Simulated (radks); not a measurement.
Neutral tin inside a hard spherical wall (all orbitals vanish at R), configuration held at [Kr] 4d10 5s2 5p2 and not refilled when levels cross. Calculated with a radial shooting solver on a logarithmic mesh with Libxc functionals: scalar-relativistic Kohn-Sham, PBE, spin-unpolarised, spherical densities, point nucleus. Eigenvalues in eV, with the zero of energy where the potential of the charges vanishes at infinity; a dash marks a level that is unbound or too diffuse for the functional's potential to be trusted. A positive occupied level is held by the wall or, in an anion where self-interaction has pushed it up, behind a barrier. The pressure on the wall is -dE/dV.

R (bohr)  E (hartree)  kinetic (hartree)    e(4p)    e(4d)    e(5s)   e(5p)  e(6s, empty)  e(5d, empty)  pressure (GPa)
free      -6177.20234           6449.578  -89.700  -25.839  -10.549  -3.694             -             -               0
20        -6177.20234           6449.578  -89.700  -25.839  -10.549  -3.694        -0.452             -        < 0.0001
12        -6177.20224           6449.579  -89.687  -25.826  -10.538  -3.684        -0.092         1.294         0.00173
8         -6177.19622           6449.621  -89.350  -25.492  -10.272  -3.393         2.122         3.062           0.229
7         -6177.18512           6449.684  -88.959  -25.106   -9.972  -3.026         4.055         4.262           0.862
6         -6177.15204           6449.855  -88.138  -24.302   -9.337  -2.188         7.855         6.405            3.60
4         -6176.65575           6451.931  -82.552  -18.936   -3.923   5.274        35.263        20.434             106
2         -6161.73960           6504.564  -36.649   28.005   87.772  114.31        313.93        160.05           20500
